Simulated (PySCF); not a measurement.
BeFH3OSi. Atoms are numbered in the order given.

```xyz
7

Be     0.0000     0.0000     1.3770
F      0.0000     0.0000     2.7631
O      0.0000     0.0000    -0.0299
Si     0.0000     0.0000    -1.6831
H      1.2140    -0.7009    -2.1909
H      0.0000     1.4018    -2.1909
H     -1.2140    -0.7009    -2.1909
```
Charge 0, spin multiplicity 1.

Coordinates come from a B3LYP-D3(BJ)/def2-SVP optimisation. One conformer was computed; it need not be the lowest.

Method: B3LYP-D3(BJ)/def2-SVP (PySCF).

Frequencies are harmonic and unscaled.

Modes within 1.5 cm⁻¹ of each other (mostly degenerate sets) share a row, with their intensities summed.

Computed harmonic wavenumbers and intensities:
```json
[
 {"mode": "1–2", "ν (cm⁻¹)": "71", "IR (km/mol)": "0.0", "moving atoms (share of kinetic energy)": "O 60 %, F 15 %, H 12 %, Si 9 %"},
 {"mode": "3–4", "ν (cm⁻¹)": "394", "IR (km/mol)": "222.9", "moving atoms (share of kinetic energy)": "Be 79 %, O 11 %, F 9 %"},
 {"mode": "5", "ν (cm⁻¹)": "511", "IR (km/mol)": "10.0", "moving atoms (share of kinetic energy)": "F 52 %, Si 37 %"},
 {"mode": "6–7", "ν (cm⁻¹)": "743", "IR (km/mol)": "145.3", "moving atoms (share of kinetic energy)": "H 84 %, Si 9 %"},
 {"mode": "8–9", "ν (cm⁻¹)": "961", "IR (km/mol)": "182.1", "moving atoms (share of kinetic energy)": "H 96 %"},
 {"mode": "10", "ν (cm⁻¹)": "1006", "IR (km/mol)": "315.5", "moving atoms (share of kinetic energy)": "H 92 %"},
 {"mode": "11", "ν (cm⁻¹)": "1037", "IR (km/mol)": "143.2", "moving atoms (share of kinetic energy)": "O 61 %, Si 18 %, F 14 %"},
 {"mode": "12", "ν (cm⁻¹)": "1674", "IR (km/mol)": "713.1", "moving atoms (share of kinetic energy)": "Be 75 %, O 17 %"},
 {"mode": "13–14", "ν (cm⁻¹)": "2225", "IR (km/mol)": "330.5", "moving atoms (share of kinetic energy)": "H 96 %"},
 {"mode": "15", "ν (cm⁻¹)": "2230", "IR (km/mol)": "60.8", "moving atoms (share of kinetic energy)": "H 99 %"}
]
```
